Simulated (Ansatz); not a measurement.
Species: AlBr$_{2}$, net charge -1, singlet state. SMILES of the parent species: [Br][Al][Br]
Structure (B3LYP-D3(BJ)/def2-TZVP (Ansatz, a quantum-chemistry and plane-wave program) minimum search):
```xyz
3

Al    -0.8283    -0.7172    -0.8181
Br     0.0175     1.6428    -1.0335
Br     0.2901    -1.3764     1.3374
```
Charge -1, spin multiplicity 1.

Give the harmonic wavenumbers at B3LYP-D3(BJ)/def2-TZVP (Ansatz, finite differences of forces, unscaled).

78, 242, 269 cm⁻¹. Zero-point energy 0.8 kcal/mol.

From these and the geometry, give the ideal-gas thermochemistry at 298.15 K and 1 atm (rigid rotor, harmonic oscillator).

Point group C2v, rotational symmetry number 2. Rotational constants 8.328, 0.854, 0.7746 GHz. S(trans) 41.58, S(rot) 27.08, S(vib) 7.33, S(elec, spin only) 0.00, S 76.0 cal/(mol K). H(298) - H(0) 3.46 kcal/mol; G - E(el) -18.4 kcal/mol.
